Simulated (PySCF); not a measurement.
Isomers of C5H4O. All species are isolated molecules in the gas phase. One relaxed conformer stands for each flexible species; it need not be the lowest. Strings in code marks are SMILES.

Calculation: ωB97X-D3(BJ)/def2-TZVP // PBE0-D3(BJ)/def2-TZVP run with PySCF. Delta-SCF ions had no search for a lower state. 

```
species            S1 oscillator strength  vertical ionisation energy (Delta-SCF) (eV)
-----------------  ----------------------  -------------------------------------------
`c1occ2c1C2`                   (withheld)                                         9.05
`C#C/C=C1/CO1`                      0.000                                         8.74
`C#CC(=C)C=O`                  (withheld)                                         9.81
`C#CC1=C[C@@H]1O`                   0.003                                         9.56
```

Problem. Complete the blanks.

Solution. 
- `c1occ2c1C2`, S1 oscillator strength: 0.005
- `C#CC(=C)C=O`, S1 oscillator strength: 0.000
